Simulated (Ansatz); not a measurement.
Reactions of Br2Si, SMILES `Br[Si]Br`.

Isolated molecules relaxed with PBE0-D4/def2-TZVP in Ansatz; ΔE leaves out vibrations. CBS: MP2 limit from def2 TZ/QZ plus the TZ coupled-cluster correction, frozen cores. This one scheme is used for every species, atoms too. Functionals use def2-TZVPP. No spin–orbit coupling; open shells (•) take unrestricted orbitals. Spin–orbit coupling would lower the free atoms: a little for Si; clearly for Br. For Br outer-core shells are correlated without core-valence functions, so the limit isn't a true one: a few kJ/mol of doubt a bond, and 10 to 20 or more in all where bonds break to atoms. Scalar relativity is left out up to krypton. Each species was taken in one conformer, which may not be the lowest.

```tsv
reaction	CCSD(T)/CBS(def2) (kcal/mol)
`Br[Si]Br` → 2 Br• + Si•	?
`Br[Si]Br` + H₂ → `[SiH]Br` + HBr	?
`Br[Si]Br` + H₂O → `O[Si]Br` + HBr	-3.5
`Br[Si]Br` + `O[Si](F)(Cl)O[SiH3]` → `Cl[Si]Br` + `O[Si](F)(Br)O[SiH3]`	1.6
`Br[Si]Br` + `[SiH3]N[SiH3]` → `[SiH3]N([SiH3])[Si]Br` + HBr	2.3
`Br[Si]Br` + CH₃OH → `CO[Si]Br` + HBr	-6.0
`Br[Si]Br` → Br• + `[Si]Br`•	92.4
`Br[Si]Br` + silanol → `[SiH3]O[Si]Br` + HBr	?
`Br[Si]Br` + H–F → `F[Si]Br` + HBr	-9.1
`Br[Si]Br` + HCl → `Cl[Si]Br` + HBr	0.1
```

(1) Fill in the missing values. (An estimate is asked.)

Largest T1 diagnostic: 0.014, for `[Si]Br`•.

## Answers

(1) Ansatz gave: `Br[Si]Br` → 2 Br• + Si•: +183.3 kcal/mol; `Br[Si]Br` + H₂ → `[SiH]Br` + HBr: +29.8 kcal/mol; `Br[Si]Br` + silanol → `[SiH3]O[Si]Br` + HBr: -7.6 kcal/mol.
